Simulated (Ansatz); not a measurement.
C₂H₈FPSi, SMILES `C[Si](C)(F)P` at its PBE0-D4/def2-TZVP geometry, where that method's forces vanish. Charge 0, multiplicity 1.

| atom | x (Å) | y (Å) | z (Å) |
| --- | --- | --- | --- |
| C1 | 1.190 | 0.933 | 0.895 |
| Si2 | -0.004 | 0.145 | -0.293 |
| C3 | -1.701 | -0.065 | 0.437 |
| F4 | -0.144 | 1.130 | -1.561 |
| P5 | 0.791 | -1.861 | -0.935 |
| H6 | 2.172 | 1.068 | 0.436 |
| H7 | 1.314 | 0.312 | 1.785 |
| H8 | 0.825 | 1.914 | 1.210 |
| H9 | -1.665 | -0.716 | 1.315 |
| H10 | -2.390 | -0.508 | -0.285 |
| H11 | -2.107 | 0.901 | 0.746 |
| H12 | -0.110 | -1.961 | -2.029 |
| H13 | 1.829 | -1.292 | -1.720 |

Task: For each bond, give half the difference of the two atoms' forces along it (eV/Å; positive pushes the atoms apart) under PBE-D4, r2SCAN-D4, B3LYP-D4, ωB97M-V in def2-TZVPP. (Estimate.)

Result: Computed: 
```
  bond  length (Å)  PBE-D4  r2SCAN-D4  B3LYP-D4  ωB97M-V
C1–Si2       1.859   -0.05      -0.01      0.04    -0.01
 C1–H6       1.092    0.11       0.00     -0.04    -0.04
 C1–H7       1.093    0.10      -0.01     -0.05    -0.03
 C1–H8       1.093    0.11       0.00     -0.05    -0.05
Si2–C3       1.859   -0.05      -0.01      0.04    -0.01
Si2–F4       1.611    0.50       0.04      0.16     0.14
Si2–P5       2.252    0.00       0.03      0.05    -0.04
 C3–H9       1.093    0.09      -0.01     -0.05    -0.03
C3–H10       1.092    0.11       0.00     -0.04    -0.04
C3–H11       1.093    0.11       0.00     -0.05    -0.05
P5–H12       1.421    0.21       0.01     -0.06    -0.11
P5–H13       1.421    0.21       0.01     -0.06    -0.11
```

B3LYP here is the variant with VWN-RPA as its local correlation; programs differ in this.
